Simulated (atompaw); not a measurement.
## u(r) = r·R(r): atom against pseudo-atom (Ag (Z = 47))

Columns: radius, all-electron u(r) and pseudo u(r) of the 4d shell (level -16.15 eV) of silver in the configuration [Kr] 4d10 5s0 5p0; LDA (PW92), non-relativistic, PAW (atompaw) scheme, atompaw 4.2.0.5.

```tsv
r (bohr)	all-electron	pseudo
0.115	0.2693	-0.0025
0.231	0.4570	-0.0194
0.346	0.2543	-0.0594
0.462	-0.0997	-0.1268
0.577	-0.4270	-0.2196
0.692	-0.6674	-0.3346
0.808	-0.8163	-0.4625
0.923	-0.8880	-0.5828
1.038	-0.9057	-0.6793
1.154	-0.8881	-0.7474
1.269	-0.8495	-0.7884
1.385	-0.7988	-0.7897
1.500	-0.7431	-0.7431
1.615	-0.6860	-0.6860
1.731	-0.6293	-0.6293
1.846	-0.5754	-0.5754
1.962	-0.5241	-0.5241
2.077	-0.4766	-0.4766
2.192	-0.4326	-0.4326
2.308	-0.3917	-0.3917
2.423	-0.3545	-0.3545
2.538	-0.3205	-0.3205
2.654	-0.2892	-0.2892
2.769	-0.2609	-0.2609
2.885	-0.2351	-0.2351
3.000	-0.2118	-0.2118
```

How many radial nodes do the two functions have?

The all-electron 4d function has n − l − 1 = 1; the pseudo-wave has 0, since the states of the same l below it are removed with the core.

At about which radius was the pseudo-wave matched?

1.50 bohr, where the columns begin to agree (steps of 0.12 bohr).

Is the pseudo-wave norm-conserving?

No, it belongs to a PAW set: the norm inside the radius is not constrained, and the difference is carried by the augmentation charge.
